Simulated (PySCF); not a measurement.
PySCF 2.14 output of an unrestricted TPSSh calculation on a single atom or ion in aug-cc-pVTZ-PP with ECP28MDF, with a scalar-relativistic core potential:

```
SCF conv_tol = 1e-09
number electrons alpha = 9  beta = 6
    V. N. Staroverov, G. E. Scuseria, J. Tao, and J. P. Perdew.,  J. Chem. Phys. 119, 12129 (2003)
cycle= 1 E= -94.1845711980178  delta_E= -0.00542  |g|= 0.0384  |ddm|= 0.573
cycle= 2 E= -94.1844633249197  delta_E= 0.000108  |g|= 0.0465  |ddm|= 0.126
cycle= 3 E= -94.185126862642  delta_E= -0.000664  |g|= 0.00162  |ddm|= 0.125
cycle= 4 E= -94.1851281144743  delta_E= -1.25e-06  |g|= 0.000463  |ddm|= 0.00504
cycle= 5 E= -94.1851281998941  delta_E= -8.54e-08  |g|= 2.75e-05  |ddm|= 0.000615
cycle= 6 E= -94.1851282002695  delta_E= -3.75e-10  |g|= 7.52e-07  |ddm|= 3.08e-05
converged SCF energy = -94.1851282002695  <S^2> = 3.7522867  2S+1 = 4.0011432
```

The run itself started from symmetry-adapted Hartree-Fock orbitals and held the occupation by maximum overlap, on a logarithmic radial grid, so the iterations belong to that start.

Question: Which element, charge and spin multiplicity is this?

Answer: Ru⁺ (ruthenium, charge +1), multiplicity 4; the state was [Kr] 4d7, high-spin 4F determinant.

Energies and moments cover only the electrons outside the core potential.
